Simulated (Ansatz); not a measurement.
Ansatz (a quantum-chemistry and plane-wave program) input (B3LYP-D3(BJ)/def2-TZVP):

Ansatz 0.2 input:
```yaml
crystal:
  periodic: [false, false, false]
  atoms:
    - {symbol: Si, position_ang: [-0.20072880, -0.40911773, 0.34483076]}
    - {symbol: O, position_ang: [-0.61000804, -1.57994399, 1.24721201]}
    - {symbol: N, position_ang: [-1.49749807, 0.69720708, -0.10301175]}
    - {symbol: N, position_ang: [0.98345817, 0.70235942, 1.04023737]}
    - {symbol: N, position_ang: [0.48684662, -0.74659332, -1.23347584]}
    - {symbol: H, position_ang: [-1.67287404, 0.91077159, -1.06986421]}
    - {symbol: H, position_ang: [-2.35611136, 0.62056023, 0.41408462]}
    - {symbol: H, position_ang: [1.83355557, 0.92462786, 0.55055228]}
    - {symbol: H, position_ang: [1.16224373, 0.58990514, 2.02395901]}
    - {symbol: H, position_ang: [0.68104465, -1.69667234, -1.49159848]}
    - {symbol: H, position_ang: [1.06168779, -0.09122392, -1.73239670]}
basis:
  gaussian:
    orbitals: def2-TZVP
hamiltonian:
  xc: b3lyp
  dispersion: d3bj
magnetization: {spin_polarized: true, initial_magnetization: 1}
relax: {f_tol: 0.002, max_steps: 150}
```

Output:

```
Functional definition: B3LYP
integrals: 0.11 GiB planned
1141 factors; their error is unknown
mean field: 1.33 GiB planned
mean field evaluation 1: about -14478.5888 eV, gradient 7.4e1 eV
mean field evaluation 2: about -14407.2815 eV, gradient 1.3e2 eV
mean field evaluation 4: about -14497.3763 eV, gradient 6.9e0 eV
mean field evaluation 8: about -14497.6924 eV, gradient 2.0e0 eV
mean field evaluation 16: about -14497.7431 eV, gradient 9.7e-3 eV
mean field evaluation 32: about -14497.5550 eV, gradient 2.2e0 eV
mean field -14497.74311815 eV, -532.7822326688 hartree, gradient 3.2e-5 eV, S^2 0.760312; 4 other end points of the search recorded, 0 dependent functions left out
the calculation of the forces begins
reference -14497.74337966 eV, -532.7822422792 hartree; 25, 24 occupied and 172, 173 virtual orbitals, 1141 factors
relax step   1: F+E_penalty+E_count = -14498.14335854 eV  Δ(F+E_penalty+E_count) = +0.000e0 eV  max|allowed force component| = 2.485e0 eV/Å  Δτ_max = 0.0000 Å  (87 SCF iters, accepted)
these checks for a lower state are left out or cut short: starts, cluster_reference, orbital_swaps, neighbouring_geometries, increment
integrals: 0.11 GiB planned
1141 factors; their error is unknown
mean field: 1.33 GiB planned
mean field -14497.93404874 eV, -532.7892492387 hartree, gradient 2.4e-5 eV, S^2 0.760899; 0 other end points of the search recorded, 0 dependent functions left out
the calculation of the forces begins
reference -14497.93430999 eV, -532.7892588393 hartree; 25, 24 occupied and 172, 173 virtual orbitals, 1141 factors
relax step   2: F+E_penalty+E_count = -14498.33068898 eV  Δ(F+E_penalty+E_count) = -1.873e-1 eV  max|allowed force component| = 2.107e0 eV/Å  Δτ_max = 0.1002 Å  (56 SCF iters, accepted)
these checks for a lower state are left out or cut short: starts, cluster_reference, orbital_swaps, neighbouring_geometries, increment
integrals: 0.11 GiB planned
1141 factors; their error is unknown
mean field: 1.32 GiB planned
mean field -14498.15037257 eV, -532.7971989928 hartree, gradient 1.7e-5 eV, S^2 0.758576; 0 other end points of the search recorded, 0 dependent functions left out
the calculation of the forces begins
reference -14498.15063498 eV, -532.7972086359 hartree; 25, 24 occupied and 172, 173 virtual orbitals, 1141 factors
relax step   3: F+E_penalty+E_count = -14498.54388377 eV  Δ(F+E_penalty+E_count) = -2.132e-1 eV  max|allowed force component| = 1.444e0 eV/Å  Δτ_max = 0.1954 Å  (57 SCF iters, accepted)
these checks for a lower state are left out or cut short: starts, cluster_reference, orbital_swaps, neighbouring_geometries, increment
integrals: 0.11 GiB planned
1141 factors; their error is unknown
mean field: 1.33 GiB planned
mean field evaluation 64: about -14498.2254 eV, gradient 3.8e-3 eV
mean field -14498.22538992 eV, -532.7999558294 hartree, gradient 1.5e-5 eV, S^2 0.757684; 0 other end points of the search recorded, 0 dependent functions left out
the calculation of the forces begins
reference -14498.22565076 eV, -532.7999654151 hartree; 25, 24 occupied and 172, 173 virtual orbitals, 1141 factors
relax step   4: F+E_penalty+E_count = -14498.62099989 eV  Δ(F+E_penalty+E_count) = -7.712e-2 eV  max|allowed force component| = 1.076e0 eV/Å  Δτ_max = 0.1273 Å  (50 SCF iters, accepted)
these checks for a lower state are left out or cut short: starts, cluster_reference, orbital_swaps, neighbouring_geometries, increment
integrals: 0.11 GiB planned
1141 factors; their error is unknown
mean field: 1.33 GiB planned
mean field -14498.25962484 eV, -532.8012139396 hartree, gradient 9.6e-6 eV, S^2 0.756575; 0 other end points of the search recorded, 0 dependent functions left out
the calculation of the forces begins
reference -14498.25988426 eV, -532.8012234732 hartree; 25, 24 occupied and 172, 173 virtual orbitals, 1141 factors
relax step   5: F+E_penalty+E_count = -14498.65510032 eV  Δ(F+E_penalty+E_count) = -3.410e-2 eV  max|allowed force component| = 8.775e-1 eV/Å  Δτ_max = 0.2000 Å  (58 SCF iters, accepted)
these checks for a lower state are left out or cut short: starts, cluster_reference, orbital_swaps, neighbouring_geometries, increment
integrals: 0.11 GiB planned
1141 factors; their error is unknown
[...]
reference -14498.31165051 eV, -532.8031258478 hartree; 25, 24 occupied and 172, 173 virtual orbitals, 1141 factors
relax step   7: F+E_penalty+E_count = -14498.70745717 eV  Δ(F+E_penalty+E_count) = -2.806e-2 eV  max|allowed force component| = 3.064e-1 eV/Å  Δτ_max = 0.1102 Å  (52 SCF iters, accepted)
these checks for a lower state are left out or cut short: starts, cluster_reference, orbital_swaps, neighbouring_geometries, increment
integrals: 0.11 GiB planned
1141 factors; their error is unknown
mean field: 1.33 GiB planned
mean field -14498.32102935 eV, -532.8034705135 hartree, gradient 1.3e-5 eV, S^2 0.757573; 0 other end points of the search recorded, 0 dependent functions left out
the calculation of the forces begins
reference -14498.32129062 eV, -532.8034801150 hartree; 25, 24 occupied and 172, 173 virtual orbitals, 1141 factors
relax step   8: F+E_penalty+E_count = -14498.71728246 eV  Δ(F+E_penalty+E_count) = -9.825e-3 eV  max|allowed force component| = 6.028e-1 eV/Å  Δτ_max = 0.2000 Å  (53 SCF iters, accepted)
these checks for a lower state are left out or cut short: starts, cluster_reference, orbital_swaps, neighbouring_geometries, increment
integrals: 0.11 GiB planned
1141 factors; their error is unknown
mean field: 1.33 GiB planned
mean field -14498.30794075 eV, -532.8029895165 hartree, gradient 1.8e-5 eV, S^2 0.757589; 0 other end points of the search recorded, 0 dependent functions left out
the calculation of the forces begins
reference -14498.30820132 eV, -532.8029990922 hartree; 25, 24 occupied and 172, 173 virtual orbitals, 1141 factors
relax step   9: F+E_penalty+E_count = -14498.70462960 eV  Δ(F+E_penalty+E_count) = +1.265e-2 eV  max|allowed force component| = 8.367e-1 eV/Å  Δτ_max = 0.1999 Å  (49 SCF iters, rejected (line search))
these checks for a lower state are left out or cut short: starts, cluster_reference, orbital_swaps, neighbouring_geometries, increment
integrals: 0.11 GiB planned
1141 factors; their error is unknown
mean field: 1.33 GiB planned
mean field evaluation 128: about -14498.3437 eV, gradient 5.1e-5 eV
mean field -14498.34367626 eV, -532.8043027721 hartree, gradient 1.7e-5 eV, S^2 0.757476; 0 other end points of the search recorded, 0 dependent functions left out
the calculation of the forces begins
reference -14498.34393728 eV, -532.8043123645 hartree; 25, 24 occupied and 172, 173 virtual orbitals, 1141 factors
relax step  10: F+E_penalty+E_count = -14498.74034945 eV  Δ(F+E_penalty+E_count) = -2.307e-2 eV  max|allowed force component| = 2.143e-1 eV/Å  Δτ_max = 0.0968 Å  (49 SCF iters, accepted)
these checks for a lower state are left out or cut short: starts, cluster_reference, orbital_swaps, neighbouring_geometries, increment
integrals: 0.11 GiB planned
1141 factors; their error is unknown
mean field: 1.33 GiB planned
mean field -14498.34958508 eV, -532.8045199175 hartree, gradient 1.2e-5 eV, S^2 0.757340; 0 other end points of the search recorded, 0 dependent functions left out
the calculation of the forces begins
reference -14498.34984448 eV, -532.8045294503 hartree; 25, 24 occupied and 172, 173 virtual orbitals, 1141 factors
relax step  11: F+E_penalty+E_count = -14498.74667654 eV  Δ(F+E_penalty+E_count) = -6.327e-3 eV  max|allowed force component| = 6.270e-2 eV/Å  Δτ_max = 0.1000 Å  (49 SCF iters, accepted)
these checks for a lower state are left out or cut short: starts, cluster_reference, orbital_swaps, neighbouring_geometries, increment
integrals: 0.11 GiB planned
1141 factors; their error is unknown
mean field: 1.33 GiB planned
mean field -14498.34975205 eV, -532.8045260535 hartree, gradient 1.8e-5 eV, S^2 0.757338; 0 other end points of the search recorded, 0 dependent functions left out
the calculation of the forces begins
reference -14498.35001139 eV, -532.8045355841 hartree; 25, 24 occupied and 172, 173 virtual orbitals, 1141 factors
relax step  12: F+E_penalty+E_count = -14498.74684378 eV  Δ(F+E_penalty+E_count) = -1.672e-4 eV  max|allowed force component| = 6.401e-2 eV/Å  Δτ_max = 0.0036 Å  (42 SCF iters, accepted)
these checks for a lower state are left out or cut short: starts, cluster_reference, orbital_swaps, neighbouring_geometries, increment
integrals: 0.11 GiB planned
1141 factors; their error is unknown
mean field: 1.33 GiB planned
mean field -14498.35072193 eV, -532.8045616958 hartree, gradient 1.5e-5 eV, S^2 0.757276; 0 other end points of the search recorded, 0 dependent functions left out
the calculation of the forces begins
reference -14498.35098049 eV, -532.8045711979 hartree; 25, 24 occupied and 172, 173 virtual orbitals, 1141 factors
relax step  13: F+E_penalty+E_count = -14498.74790461 eV  Δ(F+E_penalty+E_count) = -1.061e-3 eV  max|allowed force component| = 6.321e-2 eV/Å  Δτ_max = 0.0377 Å  (48 SCF iters, accepted)
these checks for a lower state are left out or cut short: starts, cluster_reference, orbital_swaps, neighbouring_geometries, increment
integrals: 0.11 GiB planned
1141 factors; their error is unknown
mean field: 1.33 GiB planned
mean field evaluation 160: about -14498.3195 eV, gradient 2.0e-3 eV
mean field -14498.35108532 eV, -532.8045750503 hartree, gradient 1.2e-5 eV, S^2 0.757280; 0 other end points of the search recorded, 0 dependent functions left out
the calculation of the forces begins
reference -14498.35134386 eV, -532.8045845515 hartree; 25, 24 occupied and 172, 173 virtual orbitals, 1141 factors
relax step  14: F+E_penalty+E_count = -14498.74825296 eV  Δ(F+E_penalty+E_count) = -3.484e-4 eV  max|allowed force component| = 2.088e-2 eV/Å  Δτ_max = 0.0128 Å  (49 SCF iters, accepted)
these checks for a lower state are left out or cut short: starts, cluster_reference, orbital_swaps, neighbouring_geometries, increment
integrals: 0.11 GiB planned
1141 factors; their error is unknown
mean field: 1.33 GiB planned
mean field -14498.35115206 eV, -532.8045775029 hartree, gradient 1.5e-5 eV, S^2 0.757268; 0 other end points of the search recorded, 0 dependent functions left out
the calculation of the forces begins
reference -14498.35141058 eV, -532.8045870034 hartree; 25, 24 occupied and 172, 173 virtual orbitals, 1141 factors
relax step  15: F+E_penalty+E_count = -14498.74831412 eV  Δ(F+E_penalty+E_count) = -6.116e-5 eV  max|allowed force component| = 1.866e-2 eV/Å  Δτ_max = 0.0149 Å  (50 SCF iters, accepted)
these checks for a lower state are left out or cut short: starts, cluster_reference, orbital_swaps, neighbouring_geometries, increment
integrals: 0.11 GiB planned
1141 factors; their error is unknown
mean field: 1.33 GiB planned
mean field -14498.35124753 eV, -532.8045810114 hartree, gradient 1.4e-5 eV, S^2 0.757264; 0 other end points of the search recorded, 0 dependent functions left out
the calculation of the forces begins
reference -14498.35150608 eV, -532.8045905130 hartree; 25, 24 occupied and 172, 173 virtual orbitals, 1141 factors
relax step  16: F+E_penalty+E_count = -14498.74836472 eV  Δ(F+E_penalty+E_count) = -5.059e-5 eV  max|allowed force component| = 4.574e-3 eV/Å  Δτ_max = 0.0043 Å  (39 SCF iters, accepted)
these checks for a lower state are left out or cut short: starts, cluster_reference, orbital_swaps, neighbouring_geometries, increment
integrals: 0.11 GiB planned
1141 factors; their error is unknown
mean field: 1.33 GiB planned
mean field -14498.35123096 eV, -532.8045804022 hartree, gradient 1.3e-5 eV, S^2 0.757265; 0 other end points of the search recorded, 0 dependent functions left out
the calculation of the forces begins
reference -14498.35148947 eV, -532.8045899023 hartree; 25, 24 occupied and 172, 173 virtual orbitals, 1141 factors
relax step  17: F+E_penalty+E_count = -14498.74837153 eV  Δ(F+E_penalty+E_count) = -6.810e-6 eV  max|allowed force component| = 3.673e-3 eV/Å  Δτ_max = 0.0030 Å  (39 SCF iters, accepted)
these checks for a lower state are left out or cut short: starts, cluster_reference, orbital_swaps, neighbouring_geometries, increment
integrals: 0.11 GiB planned
1141 factors; their error is unknown
mean field: 1.33 GiB planned
mean field -14498.35123948 eV, -532.8045807153 hartree, gradient 1.7e-5 eV, S^2 0.757264; 0 other end points of the search recorded, 0 dependent functions left out
the calculation of the forces begins
reference -14498.35149798 eV, -532.8045902152 hartree; 25, 24 occupied and 172, 173 virtual orbitals, 1141 factors
relax step  18: F+E_penalty+E_count = -14498.74837272 eV  Δ(F+E_penalty+E_count) = -1.190e-6 eV  max|allowed force component| = 8.069e-4 eV/Å  Δτ_max = 0.0012 Å  (36 SCF iters, accepted)
integrals: 0.11 GiB planned
1141 factors; their error is unknown
mean field: 1.33 GiB planned
mean field evaluation 192: about -14498.3512 eV, gradient 1.7e-5 eV
mean field evaluation 224: about -14498.3284 eV, gradient 2.2e0 eV
mean field -14498.35123948 eV, -532.8045807153 hartree, gradient 1.7e-5 eV, S^2 0.757264; 3 other end points of the search recorded, 0 dependent functions left out
the calculation of the forces begins
reference -14498.35149798 eV, -532.8045902152 hartree; 25, 24 occupied and 172, 173 virtual orbitals, 1141 factors
Total energy: -14498.74863122 eV, -532.8191845926 hartree
Atom 0 at    -0.046690    -0.292665     0.139080 Å, force    -0.000234    -0.000807     0.000561 eV/Å
Atom 1 at    -0.745537    -1.590845     0.825493 Å, force    -0.000034     0.000592    -0.000277 eV/Å
Atom 2 at    -1.519583     0.621217    -0.058972 Å, force    -0.000022     0.000280     0.000206 eV/Å
Atom 3 at     1.037908     0.700900     1.008176 Å, force     0.000718     0.000120    -0.000412 eV/Å
Atom 4 at     0.733785    -0.738058    -1.301062 Å, force     0.000521    -0.000745    -0.000734 eV/Å
Atom 5 at    -2.210619     0.265479    -0.704615 Å, force    -0.000220    -0.000125     0.000099 eV/Å
Atom 6 at    -1.971881     1.040781     0.741705 Å, force     0.000162    -0.000110    -0.000307 eV/Å
Atom 7 at     1.986964     0.389683     1.143190 Å, force    -0.000490     0.000046    -0.000212 eV/Å
Atom 8 at     0.729051     1.261054     1.786910 Å, force    -0.000205     0.000129     0.000645 eV/Å
Atom 9 at     0.528002    -1.601621    -1.772734 Å, force    -0.000038     0.000356     0.000278 eV/Å
Atom 10 at     1.350216    -0.134046    -1.816642 Å, force    -0.000158     0.000264     0.000154 eV/Å
Dipole moment:     0.083277     0.417346    -0.181476 e Å
```

It need not be the lowest isomer of its formula.
